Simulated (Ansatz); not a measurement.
```yaml
crystal:
  periodic: [false, false, false]
  atoms:
    - {symbol: F, position_ang: [0.263902, -1.644416, -0.080687]}
    - {symbol: C, position_ang: [0.121253, -0.593789, 0.795320]}
    - {symbol: F, position_ang: [-1.241308, -0.464314, 0.949117]}
    - {symbol: O, position_ang: [0.659766, 0.507866, 0.322783]}
    - {symbol: Zn, position_ang: [0.040044, 1.206082, -1.232756]}
    - {symbol: H, position_ang: [0.537242, -0.903598, 1.758397]}
    - {symbol: H, position_ang: [-0.380890, 1.892159, -2.512174]}
basis:
  gaussian: {orbitals: pcseg-2, final_grid: {core_spheres: 8, valence_spheres: 7, degree: 23}, point_charges: [{charge: 2.00, position_ang: [5.421, -0.126, -0.386]}]}
total_charge: 1
magnetization: {spin_polarized: true, initial_magnetization: 1}
hamiltonian: {xc: {name: HF}}
correlation: {active_space: {window: {electrons: 3, orbitals: 2}}}
output: {forces: true}
```

```sh
$ ansatz run in.yaml --threads 4 --pin off --events-out ev --progress --plain --max-ram 10444MiB
```

Task: How does Ansatz answer? (An estimate is asked.)

Result: The calculation gave: The input was rejected before any iteration.
```
Error: invalid value for `correlation.active_space`: it starts from restricted Hartree–Fock orbitals; set hamiltonian.xc: hf without magnetization.spin_polarized
```
